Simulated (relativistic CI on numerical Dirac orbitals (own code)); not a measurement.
Computed by Dirac-Coulomb-Breit CI, KLI orbitals optimised for each configuration, model QED (radiative potential, 1s self-energy scaled to tabulated hydrogen-like ionisation energies), unscaled Slater integrals (own radial code, finite nucleus).

Configurations in the expansion (outside the closed core [Kr] 4d10): 4f¹⁴5s², 4f¹⁴5s5p, 4f¹⁴5s5d, 4f¹³5s²5p, 4f¹⁴5s5f, 4f¹⁴5p5d, 4f¹⁴5s5g, 4f¹³5s²5d, 4f¹⁴5p6s, 4f¹⁴5s6s, 4f¹⁴5s6p, 4f¹³5s²6s, 4f¹³5s²5f, 4f¹⁴5p5g, 4f¹⁴5d5f, 4f¹³5s²6p, 4f¹⁴5s6d, 4f¹⁴5p², 4f¹³5p³, 4f¹³5p²5d, 4f¹⁴5d², 4f¹³5p5d², 4f¹³5d³, 4f¹⁴5f², 4f¹³5p5f², 4f¹³5d5f², 4f¹⁴5p5f, 4f¹³5p²5f, 4f¹³5p5d5f, 4f¹⁴5g², 4f¹³5p5g², 4f¹³5d5g², 4f¹⁴5d6s, 4f¹³5p5d6s, 4f¹³5d²6s. Double excitations out of closed p, d and f shells are left out; levels of such configurations are missing from the list, as are those of other unlisted configurations, and high levels can miss mixing partners. Some configurations lack a partner that the ground configuration has and come out too high, among them 4f¹³5s²6s, 4f¹³5s²6p, 4f¹³5s²5f.

At this charge transitions that keep the count of f electrons are usually good to a few per cent. Levels that differ in their count of f electrons can be misplaced by several ten thousand cm⁻¹, since the correlation energy of f electrons is missing or only estimated; rates across such gaps can be off by orders of magnitude.

Outline of the computed level scheme of Bi XXII. Lowest level of each configuration: 4f¹⁴5s² ¹S0 at 0.000 eV; 4f¹⁴5s5p ³P°0 at 43.213 eV; 4f¹³5s²5p ³D3 at 87.773 eV; 4f¹⁴5p² ³P0 at 100.016 eV; 4f¹⁴5s5d ³D1 at 159.022 eV; 4f¹³5s²5d ³P°2 at 202.517 eV; 4f¹⁴5p5d ³F°2 at 205.171 eV.

Some strong electric-dipole decays among the lowest 45 levels: 4f¹³5s²5d ¹P°1 → 4f¹⁴5s² ¹S0 (5.4e+11 s⁻¹); 4f¹⁴5p5d ³D°1 → 4f¹⁴5p² ³P0 (4.3e+11 s⁻¹); 4f¹⁴5s5d ¹D2 → 4f¹⁴5s5p ¹P°1 (3.6e+11 s⁻¹); 4f¹³5s²5d ³H°5 → 4f¹³5s²5p ³G4 (3.5e+11 s⁻¹); 4f¹³5s²5d ³P°2 → 4f¹³5s²5p ³D3 (3.5e+11 s⁻¹); 4f¹³5s²5d ³H°4 → 4f¹³5s²5p ³G3 (3.4e+11 s⁻¹); 4f¹⁴5s5d ³D2 → 4f¹⁴5s5p ³P°1 (3.3e+11 s⁻¹); 4f¹³5s²5d ³D°3 → 4f¹³5s²5p ³D3 (2.7e+11 s⁻¹).

LS names give the leading component of a level, which can be under half, so a name can repeat, a term be missing and a line seem to break the LS rules.
